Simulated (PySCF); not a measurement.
ethyl methyl carbonate (C₄H₈O₃), singlet, at a GFN2-xTB geometry; DF-REVPBE/STO-3G (PySCF).

Input for PySCF:
```python
from pyscf import gto, scf, dft

mol = gto.M(
    atom='''
C    -3.033521   -0.411638   -0.034809
C    -1.770025    0.350314    0.316229
O    -0.651619   -0.388281   -0.186657
C     0.543142    0.144232    0.047121
O     0.750808    1.169785    0.632152
O     1.479415   -0.650622   -0.475858
C     2.819482   -0.207936   -0.304952
H    -3.010686   -1.399798    0.415705
H    -3.899487    0.129935    0.334265
H    -3.114096   -0.523906   -1.112223
H    -1.766949    1.349051   -0.134229
H    -1.660435    0.465920    1.400195
H     3.443923   -0.972258   -0.759591
H     2.970010    0.754233   -0.798475
H     3.054417   -0.100063    0.755720
''',
    basis='sto-3g',
    charge=0,
    spin=0,
    verbose=4,
)

mf = dft.RKS(mol)
mf.xc = 'revpbe'
mf = mf.density_fit(auxbasis='def2-universal-jkfit')
mf.kernel()
```

**Question.** What does PySCF print? Leave out banner, timings and long lists.

**Answer.** 
```
PySCF version 2.14.0

[INPUT] verbose = 4
[INPUT] num. atoms = 15
[INPUT] num. electrons = 56
[INPUT] charge = 0
[INPUT] spin (= nelec alpha-beta = 2S) = 0
[INPUT] symmetry False subgroup None
[INPUT] Mole.unit = angstrom
[INPUT] Symbol           X                Y                Z      unit          X                Y                Z       unit  Magmom
[...]
nuclear repulsion = 320.927727391877
number of shells = 29
number of NR pGTOs = 129
number of NR cGTOs = 43
basis = sto-3g
ecp = {}

******** <class 'pyscf.df.df_jk.DFRKS'> ********
method = DFRKS
initial guess = minao
damping factor = 0
level_shift factor = 0
DIIS = <class 'pyscf.scf.diis.CDIIS'>
diis_start_cycle = 1
diis_space = 8
diis_damp = 0
SCF conv_tol = 1e-09
SCF conv_tol_grad = None
SCF max_cycles = 50
direct_scf = False
XC library pyscf.dft.libxc version 7.1.2
    S. Lehtola, C. Steigemann, M. J. T. Oliveira, and M. A. L. Marques,  SoftwareX 7, 1–5 (2018)
XC functionals = revpbe
    Y. Zhang and W. Yang,  Phys. Rev. Lett. 80, 890 (1998)
    J. P. Perdew, K. Burke, and M. Ernzerhof,  Phys. Rev. Lett. 77, 3865 (1996)
    J. P. Perdew, K. Burke, and M. Ernzerhof,  Phys. Rev. Lett. 78, 1396 (1997)
radial grids:
    Treutler-Ahlrichs [JCP 102, 346 (1995); DOI:10.1063/1.469408] (M4) radial grids

becke partition: Becke, JCP 88, 2547 (1988); DOI:10.1063/1.454033
pruning grids: <function nwchem_prune>
grids dens level: 3
symmetrized grids: False
atomic radii adjust function: <function treutler_atomic_radii_adjust>
small_rho_cutoff = 0
Set gradient conv threshold to 3.16228e-05
Initial guess from minao.
tot grids = 177184
init E= -378.851392090915
[...]
cycle= 1 E= -377.565261792342  delta_E= 1.29  |g|= 0.868  |ddm|= 4.96
[...]
cycle= 2 E= -376.942962588386  delta_E= 0.622  |g|= 1.79  |ddm|=    3
[...]
cycle= 3 E= -377.656473623041  delta_E= -0.714  |g|= 0.702  |ddm|= 2.44
[...]
cycle= 4 E= -377.794745102305  delta_E= -0.138  |g|= 0.112  |ddm|= 0.977
[...]
cycle= 5 E= -377.798320899677  delta_E= -0.00358  |g|= 0.0177  |ddm|= 0.132
[...]
cycle= 6 E= -377.798400341307  delta_E= -7.94e-05  |g|= 0.0066  |ddm|= 0.0243
[...]
cycle= 7 E= -377.798411377965  delta_E= -1.1e-05  |g|= 0.00246  |ddm|= 0.0102
[...]
cycle= 8 E= -377.798413175548  delta_E= -1.8e-06  |g|= 0.000535  |ddm|= 0.00353
[...]
cycle= 9 E= -377.79841328235  delta_E= -1.07e-07  |g|= 4.81e-05  |ddm|= 0.000921
[...]
cycle= 10 E= -377.798413283002  delta_E= -6.53e-10  |g|= 1.38e-05  |ddm|= 7.69e-05
[...]
Extra cycle  E= -377.798413282949  delta_E= 5.37e-11  |g|= 1.99e-05  |ddm|= 3.95e-05
converged SCF energy = -377.798413282949
```
